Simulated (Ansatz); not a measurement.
Calculated with Ansatz (gas phase, PBE0-D4/def2-TZVP geometries, no zero-point term in ΔE). CBS: MP2 limit from def2 TZ/QZ plus the TZ coupled-cluster correction, frozen cores. Each species was taken in one conformer, which may not be the lowest.

`C/C=C\BN` + `[CH3][AlH][OH]` → `[CH3][AlH][O]BN` + `C=CC`  (ligand exchange at a B–C bond)

`C/C=C\BN`:

```xyz
13

C    -0.226   -1.991   -0.409
C     0.886   -1.017   -0.235
C     0.779    0.290    0.039
B    -0.531    1.090    0.237
N    -0.475    2.454    0.526
H    -1.205   -1.529   -0.292
H    -0.136   -2.806    0.317
H    -0.175   -2.456   -1.399
H     1.883   -1.444   -0.348
H     1.725    0.829    0.128
H    -1.621    0.598    0.154
H     0.389    2.963    0.617
H    -1.292    3.021    0.665
```

`[CH3][AlH][OH]`:

Cartesian coordinates in Å:
```
C -0.730 0.582 -0.857
Al 0.499 -0.001 0.527
O 0.588 -1.669 0.849
H -1.509 1.230 -0.442
H -1.220 -0.261 -1.349
H -0.214 1.170 -1.622
H 1.419 0.979 1.375
H 1.167 -2.031 1.518
```

`[CH3][AlH][O]BN`:

```xyz
12

C     0.971    1.939    1.320
Al   -0.567    0.797    0.996
O    -0.536   -0.313   -0.263
B    -0.595   -1.043   -1.401
N    -0.181   -2.383   -1.430
H     1.767    1.788    0.587
H     1.390    1.756    2.315
H     0.684    2.995    1.296
H    -1.874    0.823    1.889
H    -1.005   -0.552   -2.422
H     0.168   -2.868   -0.621
H    -0.220   -2.939   -2.264
```

`C=CC`:

Cartesian coordinates in Å:
```
C -1.217 -0.579 -0.321
C -0.150 0.190 -0.487
C 0.968 0.325 0.487
H -1.346 -1.182 0.573
H -1.999 -0.635 -1.069
H -0.065 0.776 -1.401
H 1.921 0.033 0.035
H 1.083 1.365 0.811
H 0.805 -0.293 1.372
```

```
          species  SCS-MP2/def2-TZVPP energy (Eh)
       `C/C=C\BN`                      -198.32171
 `[CH3][AlH][OH]`                      -358.18856
`[CH3][AlH][O]BN`                      -438.91646
           `C=CC`                      -117.63371
```

**Question.** Work out ΔE.

**Answer.** ΔE = (-438.91646) + (-117.63371) − (-198.32171) − (-358.18856) = -0.03990 Eh = -104.8 kJ/mol. CCSD(T)/CBS gives -101.8 kJ/mol.

Largest T1 diagnostic among the species: 0.012.

From PBE to PBE0 (25 % exact exchange), in def2-TZVPP and without D4, ΔE moves by −5.1 kJ/mol. In def2-TZVPP, CCSD(T) changes the Hartree–Fock value by +22.4 kJ/mol (the triples alone add +3.5 kJ/mol) and MP2 by +24.4 kJ/mol.
